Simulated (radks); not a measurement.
Ionisation of neutral germanium, [Ar] 3d10 4s2 4p2, to [Ar] 3d10 4s2 4p1 as the strength of local exchange is varied. Calculated with a radial shooting solver on a logarithmic mesh with Libxc functionals: Dirac Kohn-Sham, Slater X-alpha exchange (alpha = 2/3 is LDA exchange), no correlation, spin-unpolarised, spherical densities, finite nucleus; open shells fill j = l - 1/2 first; Fermi nuclear charge, rms radius 4.0742 fm.

alpha  E(Ge) (hartree)  exchange (hartree)  IE (eV)  -e of the level emptied (eV)  <r> of it (bohr)
0.627      -2088.76268           -69.15026    6.373                 2.897 (4p1/2)             2.991
0.667      -2093.17895           -73.72087    6.670                 3.141 (4p1/2)             2.939
0.71       -2097.93708           -78.65535    6.998                 3.414 (4p1/2)             2.887
0.942      -2123.79845          -105.65415    8.894                 5.043 (4p1/2)             2.647
0.945      -2124.13495          -106.00741    8.920                 5.065 (4p1/2)             2.644
0.962      -2126.04282          -108.01121    9.067                 5.195 (4p1/2)             2.629
0.965      -2126.37968          -108.36518    9.093                 5.218 (4p1/2)             2.626

NIST Atomic Spectra Database: 7.899 eV (measured). The Delta-SCF value meets it near alpha = 0.82. Spin polarisation and multiplet splitting are left out, so open shells lie too high by an amount that depends on their filling.

Beside tabulated values, note that spin-unpolarised runs miss the spin-polarisation part of the exchange energy of open shells.
